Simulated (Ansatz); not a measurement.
Molecule: sum formula GaClF₂, net charge 0, singlet state. 
Coordinates optimised at B3LYP-D3(BJ)/def2-TZVP (Ansatz, an electronic-structure program):
SMILES: [Ga]([F])([Cl])[F]
```xyz
4

F     -0.9844     1.6357     0.0623
Ga    -0.2910     0.0420     0.0047
F     -1.4081    -1.2904    -0.0239
Cl     1.7972    -0.2593    -0.0289
```

Basis-set convergence of Hartree-Fock and MP2 correlation energies (hartree) with Ansatz. Correlated levels leave the core frozen unless marked. Spin-orbit coupling is left out. The frozen core is the preceding noble-gas configuration, with the filled d and f shells of earlier blocks. No relativistic terms.

```tsv
basis	functions	E(HF)	E(corr, MP2)
def2-SVPD	111	-2581.23703	-0.60447
def2-TZVPPD	185	-2581.87948	-0.77125
def2-QZVPPD	306	-2581.94066	-0.84053
```

Extrapolating the two largest sets (X = 3 and 4) as X^-3: E(corr) = (64·(-0.84053) - 27·(-0.77125))/37 = -0.8911 Eh, an estimate of the basis-set limit. The largest set recovers 94.3 % of it, the smallest 67.8 %.
